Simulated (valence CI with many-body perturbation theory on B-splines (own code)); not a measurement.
The numbers below are computed, except where a source is named.
# From CI to CI+MBPT in Re35+

Method: relativistic CI+MBPT: four valence electrons over a frozen Dirac-Fock core [Kr], radial functions for each j: 9 s, 9 p, 10 d, 8 f, 5 g, 3 h, 1 i, with the one-electron correlation potential Σ1 (screened to all orders), the two-electron term Σ2, the three-electron term Σ3, Breit, model QED; selected single and double excitations, second order for the rest (own B-spline code, finite nucleus).

No measured spectrum was set against this ion. As an estimate, large intervals hold to a few tenths of a per cent, small ones and those within an open d or f shell to about a per cent. Only levels of the ground parity were solved; by the run's estimate the other parity begins above the list, which can be wrong where configurations are misplaced.

Each rung adds one term. CI alone is the Dirac-Coulomb CI over the frozen core; QED comes last and gives the full result, which names the levels. Energies are above (4d3/2^4) J=0 on the same rung, in eV.

Levels are named by their leading jj configuration (3d3/2^4 stands for four electrons in 3d with j = 3/2), which in mixed levels can hold well under half, so a name can repeat and another be missing. Letters in brackets count levels of one name in rising energy.

| Level | CI alone | Σ1 | Σ2 | Σ3 | Breit | QED | Full |
| --- | --- | --- | --- | --- | --- | --- | --- |
| (4d3/2^3 4d5/2) J=1 | 15.897 | +0.0953 | +0.0338 | +0.0906 | -0.3999 | +0.0514 | 15.768 |
| (4d3/2^3 4d5/2) J=4 | 21.515 | +0.0999 | -0.3166 | -0.0353 | -0.5274 | +0.0514 | 20.788 |
| (4d3/2^3 4d5/2) J=2 | 21.556 | +0.1067 | -0.1651 | +0.0264 | -0.4867 | +0.0561 | 21.093 |
| (4d3/2^3 4d5/2) J=3 | 23.194 | +0.1055 | -0.2993 | -0.0341 | -0.4896 | +0.0545 | 22.531 |
| (4d3/2^2 4d5/2^2) J=0 [a] | 35.478 | +0.1883 | +0.1359 | +0.0062 | -0.7664 | +0.1015 | 35.143 |
| (4d3/2^2 4d5/2^2) J=2 [a] | 36.269 | +0.1822 | -0.0820 | +0.0528 | -0.7696 | +0.0977 | 35.750 |
| (4d3/2^2 4d5/2^2) J=4 [a] | 37.139 | +0.1940 | -0.1798 | +0.0544 | -0.9036 | +0.1029 | 36.407 |
| (4d3/2^2 4d5/2^2) J=3 [a] | 37.686 | +0.1920 | -0.2192 | +0.0117 | -0.8431 | +0.1019 | 36.930 |
| (4d3/2^2 4d5/2^2) J=5 | 39.979 | +0.1955 | -0.4570 | -0.0147 | -0.9595 | +0.1018 | 38.846 |
| (4d3/2^2 4d5/2^2) J=1 | 40.831 | +0.1952 | -0.1568 | -0.0097 | -0.8268 | +0.1035 | 40.136 |
| (4d3/2^2 4d5/2^2) J=6 | 41.606 | +0.1984 | -0.5967 | -0.0124 | -1.0479 | +0.1022 | 40.249 |
| (4d3/2^2 4d5/2^2) J=3 [b] | 42.913 | +0.1920 | -0.4424 | -0.0799 | -0.8702 | +0.1008 | 41.813 |
| (4d3/2^2 4d5/2^2) J=4 [b] | 43.232 | +0.1972 | -0.4444 | -0.1452 | -0.9442 | +0.1029 | 41.998 |
| (4d3/2^2 4d5/2^2) J=2 [b] | 43.441 | +0.1953 | -0.3470 | -0.0585 | -0.8775 | +0.1030 | 42.457 |
| (4d3/2^2 4d5/2^2) J=2 [c] | 47.961 | +0.1946 | -0.0363 | -0.1144 | -0.8239 | +0.1034 | 47.284 |
| (4d3/2^2 4d5/2^2) J=4 [c] | 50.099 | +0.2040 | -0.5211 | -0.1188 | -0.9125 | +0.1065 | 48.857 |
| (4d3/2^2 4d5/2^2) J=2 [d] | 54.482 | +0.2038 | -0.4288 | -0.2187 | -0.8503 | +0.1071 | 53.295 |
| (4d3/2 4d5/2^3) J=4 [a] | 57.203 | +0.2783 | -0.1104 | -0.0507 | -1.2348 | +0.1493 | 56.235 |
| (4d3/2 4d5/2^3) J=3 [a] | 57.325 | +0.2824 | -0.0201 | -0.0397 | -1.2077 | +0.1516 | 56.491 |
| (4d3/2^2 4d5/2^2) J=0 [b] | 58.975 | +0.2238 | -0.0155 | -0.1943 | -0.9023 | +0.1192 | 58.206 |
| (4d3/2 4d5/2^3) J=1 [a] | 59.188 | +0.2814 | +0.0439 | -0.1018 | -1.1665 | +0.1515 | 58.396 |
| (4d3/2 4d5/2^3) J=5 | 60.168 | +0.2902 | -0.3120 | -0.0585 | -1.3560 | +0.1538 | 58.886 |
| (4d3/2 4d5/2^3) J=6 | 60.872 | +0.2920 | -0.4608 | -0.0370 | -1.4168 | +0.1533 | 59.403 |
| (4d3/2 4d5/2^3) J=2 [a] | 62.895 | +0.2847 | -0.0886 | -0.0749 | -1.2246 | +0.1522 | 61.944 |
| (4d3/2 4d5/2^3) J=3 [b] | 64.012 | +0.2869 | -0.2778 | -0.1707 | -1.2665 | +0.1526 | 62.736 |
| (4d3/2 4d5/2^3) J=0 | 67.907 | +0.2718 | -0.4667 | -0.5090 | -1.1353 | +0.1442 | 66.212 |
| (4d3/2 4d5/2^3) J=1 [b] | 69.194 | +0.2868 | -0.2310 | -0.1941 | -1.1576 | +0.1529 | 68.052 |
| (4d3/2 4d5/2^3) J=3 [c] | 69.400 | +0.2901 | -0.3137 | -0.2062 | -1.2346 | +0.1538 | 68.090 |
| (4d3/2 4d5/2^3) J=4 [b] | 70.136 | +0.2887 | -0.3058 | -0.2197 | -1.2749 | +0.1527 | 68.777 |
| (4d3/2 4d5/2^3) J=2 [b] | 71.508 | +0.2883 | -0.4226 | -0.2875 | -1.2129 | +0.1527 | 70.026 |
| (4d5/2^4) J=4 | 80.235 | +0.3781 | +0.1744 | -0.1496 | -1.6424 | +0.2037 | 79.199 |

The middle columns are the shifts that each term adds.

Q: How does the ionisation energy move along the ladder, and which term matters most?

A: CI alone 1526.6, + Σ1 1529.3, + Σ2 1531.7, + Σ3 1531.7, + Breit 1530.7, + QED 1530.8 eV. The largest step is Σ1, 2.8 eV. NIST lists 1530 ± 5 eV (theoretical).
